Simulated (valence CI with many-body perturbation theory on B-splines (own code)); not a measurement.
**Forbidden lines of Si IX**

Level of theory: configuration interaction combined with many-body perturbation theory (CI+MBPT): four valence electrons over a frozen Dirac-Fock core [He], radial functions for each j: 11 s, 11 p, 9 d, 7 f, 5 g, 2 h, 1 i, with the one-electron correlation potential Σ1, the two-electron term Σ2, the three-electron term Σ3, Breit, model QED; selected CI, second order for the rest, scaled by the run's own slope (own B-spline code, finite nucleus).

No measured spectrum was set against this ion. As an estimate, levels of excited configurations hold to 0.05 to 0.15 % of their energy, terms of the ground configuration to about 0.5 %.

Lines 1 to 12 of 12 in falling wavelength, among levels below 1953300 cm⁻¹, chosen from the decays that carry over 1 % of a level's rate. Wavelengths and rates use the calculated energies, so an error of 200 cm⁻¹ moves a line at 2144 Å by 0.43 % and its rate by three times that or more. Electric multipoles are in the length gauge, E1 and E2 with the static RPA response of the core. Weak lines are less certain than strong ones. Lines between different terms over intervals too small for the method are left out, as are lines whose strength nearly cancels. Branching is blank where the lifetime is uncertain.

```tsv
λ vac (Å)	Upper	Lower	Type	A (s⁻¹)	Branch %
39370	2s2 2p2 3P_1	2s2 2p2 3P_0	M1	2.95e-01	100.0
25860	2s2 2p2 3P_2	2s2 2p2 3P_1	M1	7.80e-01	100.0
2144	2s2 2p2 1D_2	2s2 2p2 3P_2	M1	1.83e+01	70.1
1980	2s2 2p2 1D_2	2s2 2p2 3P_1	M1	7.78e+00	29.8
1820	2s2 2p2 1S_0	2s2 2p2 1D_2	E2	5.22e+00	
948.3	2s2 2p2 1S_0	2s2 2p2 3P_1	M1	2.12e+02	
60.92	2s2 2p 3p 1P_1	2s2 2p2 1D_2	E2	3.63e+07	1.2
58.35	2s 2p2 3p 5D°_0	2s 2p3 5S°_2	E2	2.13e+07	3.2
58.32	2s 2p2 3p 5D°_1	2s 2p3 5S°_2	E2	2.12e+07	1.9
58.28	2s 2p2 3p 5D°_2	2s 2p3 5S°_2	E2	2.11e+07	3.7
58.21	2s 2p2 3p 5D°_3	2s 2p3 5S°_2	E2	2.11e+07	4.0
58.11	2s 2p2 3p 5D°_4	2s 2p3 5S°_2	E2	2.14e+07	4.0
```
